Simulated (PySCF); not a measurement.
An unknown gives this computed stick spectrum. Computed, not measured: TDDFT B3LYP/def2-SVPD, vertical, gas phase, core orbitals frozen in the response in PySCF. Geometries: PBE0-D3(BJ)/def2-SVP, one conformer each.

| state | λ (nm) | f |
| --- | --- | --- |
| S1 | 192.2 | 0.134 |
| S2 | 188.0 | 0.058 |
| S3 | 187.8 | 0.057 |
| S4 | 175.0 | 0.0073 |
| S5 | 172.4 | 0.0000 |
| S6 | 167.1 | 0.0053 |
| S7 | 167.0 | 0.0046 |
| S8 | 163.9 | 0.0056 |
| S9 | 163.9 | 0.020 |
| S10 | 163.8 | 0.018 |

Question: Which structure fits?
A. `CC(C)[Si](Cl)(Cl)Cl`
B. `CCN[Si](Cl)(Cl)Cl`
C. `C[Si](C)(C)[Si](Cl)(Cl)Cl`

Answer: C. Its S1 lies at 6.45 eV; the nearest of the others has S1 at 5.97 eV. S1 is HOMO→LUMO (97%). Löwdin shares by element: HOMO silicon 41%, chlorine 26% or more (atoms not listed hold the other 33%); LUMO chlorine 63%, silicon 21% or more (atoms not listed hold the other 16%). At the same level the other candidates give, for their lowest levels:
- `CCN[Si](Cl)(Cl)Cl`: 208 nm (f 0.008); 193 nm (f 0.006); 178 nm (f 0.003); 171 nm (f 0.002); 169 nm (f 0.065); T1 5.75 eV; HOMO -7.46, LUMO -0.55 eV
- `CC(C)[Si](Cl)(Cl)Cl`: 172 nm (f 0.082); 170 nm (f 0.000); 162 nm (f 0.015); 162 nm (f 0.016); 158 nm (f 0.042); T1 6.82 eV; HOMO -8.57, LUMO -0.53 eV

Orbitals of the list HOMO-3 to LUMO+2 that lie within 0.01 eV of each other are written together with a slash and their weights summed (≥ marks a lower bound); for degenerate orbitals outside that list single weights are arbitrary.

The values belong to the conformer `[CH3:1][Si:2]([CH3:3])([CH3:4])[Si:5]([Cl:6])([Cl:7])[Cl:8]`: C1–Si2–Si5–Cl6 62°.
Triplets come from the Tamm–Dancoff approximation.
